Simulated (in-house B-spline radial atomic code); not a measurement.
Configurations of As VI (As5+), with energies counted from [Ar] 3d10. Level of theory: scalar-relativistic (X2C) B97-1, spin-polarised, spherical fractional occupations, exact exchange averaged over the configuration, Fermi nucleus of rms radius 4.0968 fm; calculated with a radial B-spline atomic code at the basis-set limit. Shells without spins written out take the highest spin.

Occupations are held fixed; configurations that lie above the ionisation limit could autoionise.

| configuration | E - E(ref) (eV) | highest orbital | its <r> (bohr) |
| --- | --- | --- | --- |
| [Ar] 3d9 4p1 | 54.512 | 4p up | 1.744 |
| [Ar] 3d9 4d1 | 74.493 | 4d up | 2.184 |
| [Ar] 3d9 4f1 | 89.665 | 4f up | 2.874 |
| [Ne] 3s2 3p5 3d10 4d1 | 170.61 | 4d up | 2.181 |

(1) Order these further configurations by energy, lowest first.
A. [Ne] 3s2 3p5 3d10 4p1
B. [Ar] 3d9 4s1
C. [Ne] 3s2 3p5 3d10 4f1
D. [Ne] 3s2 3p5 3d10 4s1

Answers

(1) B (40.656 eV), D (136.66 eV), A (150.55 eV), C (185.81 eV).
